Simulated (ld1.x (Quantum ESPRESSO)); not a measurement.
**bismuth (Bi): one change to a TM potential, before and after**

ld1.x (Quantum ESPRESSO) 7.5 input, shortened:

```
&input
   title='Bi', zed=83., rel=1, dft='PBESOL', iswitch=3,
   config='[Xe] 4f14 5d10 6s2 6p3 6d-2'
 /
 &inputp
   pseudotype=2, tm=.true., lloc=2,
   nlcc=.false.
 /
3
6S  1  0   2.00   0.00  1.50  1.50  0.0
6P  2  1   3.00   0.00  2.55  2.55  0.0
6D  3  2  -2.00  -0.20  2.70  2.70  0.0
 &test
   configts(1)='6s2 6p3'
 /
```

Change: wave 6d channel at -0.2 Ry: rc 2.70 bohr becomes 6d channel at 0.52 Ry: rc 2.70 bohr.

Cutoffs: the cutoffs (Ry, on a coarse ladder) from which the occupation-weighted sum of valence levels, in a spherical-Bessel basis at the reference potential, stays within 10 and 1 mRy of its value at 400 Ry; they do not see the model core or the augmentation charge, which bear on the density cutoff. Errors are all-electron minus pseudo energies relative to the spin-unpolarised reference configuration.

Task: What does the change do?

Result: The potential gets neither clearly harder nor softer (55 Ry and 140 Ry → 55 Ry and 140 Ry); both files keep a bound ghost (p, s); of the 7 tests that both files solve, the error grows in 7 and shrinks in 0 by more than 15 % and 0.3 meV (median size 18.4 → 24.5 meV).

| quantity | base | changed |
| --- | --- | --- |
| cutoff, loose | 55 Ry | 55 Ry |
| cutoff, tight | 140 Ry | 140 Ry |
| bound ghosts | s, p | s, p |
| error for 6s2 6p2, meV [ΔE 7.95 eV] | -18 | -24 |
| error for 6s2 6p1, meV [ΔE 23.24 eV] | -76 | -96 |
| error for 6s2 6p0, meV [ΔE 46.60 eV] | -113 | -130 |
| error for 6s2 6p2.5, meV [ΔE 3.11 eV] | -4.5 | -6.0 |
| error for 6s1 6p4, meV [ΔE 10.12 eV] | -0.5 | -7.1 |
| error for 6s2 6p3.3, meV [ΔE -1.10 eV] | -0.1 | -0.5 |
| error for 6s1 6p0, meV [ΔE 92.07 eV] | -77 | -106 |
| s: phases at 2.97 bohr within 0.05 rad from the reference energy up to (Ry; the scan ends near 5) | 1.0 | 0.6 |
| p: phases at 2.97 bohr within 0.05 rad from the reference energy up to (Ry; the scan ends near 5) | 2.1 | 1.7 |
| d: phases at 2.97 bohr within 0.05 rad from the reference energy up to (Ry; the scan ends near 5) | 0.2 | 0.9 |

 A true bound ghost makes a file unfit for plane-wave use even where its test errors are small: the radial tests pick states by their node count and pass the ghost by.
